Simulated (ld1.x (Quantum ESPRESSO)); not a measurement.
**Plane-wave convergence, PAW potential for Cu (Z = 29)**

Cu, PAW, made with ld1.x (Quantum ESPRESSO) 7.5 (PBE, scalar-relativistic). Core [Ar], reference 3d9 4s0 4p0 (charge +2). Waves: 4s (bound, empty): rcut 2.05, rcutus 2.20 bohr; 4s channel at -1.3 Ry: rcut 2.05, rcutus 2.20 bohr; 4p (bound, empty): rcut 1.80, rcutus 2.20 bohr; 4p channel at 0.1 Ry: rcut 1.80, rcutus 2.20 bohr; 3d (bound): rcut 1.55, rcutus 1.75 bohr; 3d channel at -0.5 Ry: rcut 1.55, rcutus 1.75 bohr. Local part: all-electron potential smoothed inside 1.35 bohr (lloc = -1). Core correction: Bessel-smoothed model core inside 1.50 bohr. Augmentation charge: BESSEL, radius 1.75 bohr.

The pseudo-atom Hamiltonian at the reference potential is diagonalised in spherical Bessel functions j_l(qr) that vanish at 20 bohr, with q² up to the cutoff. All-electron valence levels (Ry): 4s -1.6424, 4p -1.1282, 3d -2.1776.

Problem. How do the lowest levels (Ry) of each channel move with the cutoff, and are there ghosts?

Solution.

| cutoff (Ry) | s #1 | p #1 | d #1 | d #2 | f #1 | f #2 | Σ f·Δε (mRy) |
| --- | --- | --- | --- | --- | --- | --- | --- |
| 8 | -1.6423 | -1.1281 | -1.5496 | -0.4480 | -0.2679 | -0.1520 | 5652.1 |
| 15 | -1.6424 | -1.1281 | -2.0451 | -0.4900 | -0.2681 | -0.1522 | 1193.0 |
| 25 | -1.6424 | -1.1282 | -2.1656 | -0.5044 | -0.2681 | -0.1522 | 108.1 |
| 35 | -1.6424 | -1.1282 | -2.1769 | -0.5128 | -0.2681 | -0.1522 | 6.8 |
| 50 | -1.6424 | -1.1282 | -2.1774 | -0.5321 | -0.2681 | -0.1522 | 2.0 |
| 70 | -1.6424 | -1.1282 | -2.1776 | -0.5338 | -0.2681 | -0.1522 | 0.5 |
| 400 | -1.6424 | -1.1282 | -2.1776 | -0.5342 | -0.2681 | -0.1522 | 0.0 |

Result: no extra level below or beside the all-electron valence levels (s, p, d, f tested); 10 mRy is reached at 35 Ry and 1 mRy at 55 Ry.

Test run stopped at test 1 of 7 (negative rho).
